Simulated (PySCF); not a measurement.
Rh³⁸⁺ (rhodium, charge +38) across methods

[He] 2s2 2p3, high-spin 4S determinant. Calculation: PySCF 2.14, in an uncontracted even-tempered set (19 s from 16 bohr⁻², ratio 2.2; 12 p from 20 bohr⁻², ratio 2.2; 6 d from 79 bohr⁻², ratio 2.4; 5 f from 120 bohr⁻², ratio 2.4; 4 g from 180 bohr⁻², ratio 2.4); the spin-free X2C one-electron Hamiltonian (Gaussian nucleus).

| method | E (hartree) | mean ε 2s α (eV) | mean ε 2s β (eV) | mean ε 2p α (eV) | Σ⟨r²⟩ (bohr²) | ⟨S²⟩ |
| --- | --- | --- | --- | --- | --- | --- |
| UHF | -3180.08382 | -5969.5 | -5861.2 | -5678.2 | 0.09538 | 3.750 |
| LDA | -3175.43 | -5842.0 | -5790.5 | -5575.6 | 0.09559 | 3.750 |
| PBEsol | -3178.08 | -5845.8 | -5793.6 | -5577.1 | 0.09553 | 3.750 |
| PBE0 | -3180.07 | -5879.1 | -5813.4 | -5604.0 | 0.09547 | 3.750 |
| r2SCAN | -3180.34 | -5866.6 | -5800.8 | -5591.2 | 0.09542 | 3.750 |
| r2SCANh | -3180.33 | -5876.9 | -5807.0 | -5600.0 | 0.09542 | 3.750 |
| PBE | -3179.99 | -5848.6 | -5796.8 | -5578.9 | 0.09550 | 3.750 |

Spin-orbit coupling is strong in this species (close to jj coupling), so the high-spin LS determinant is a model state, not a physical level.
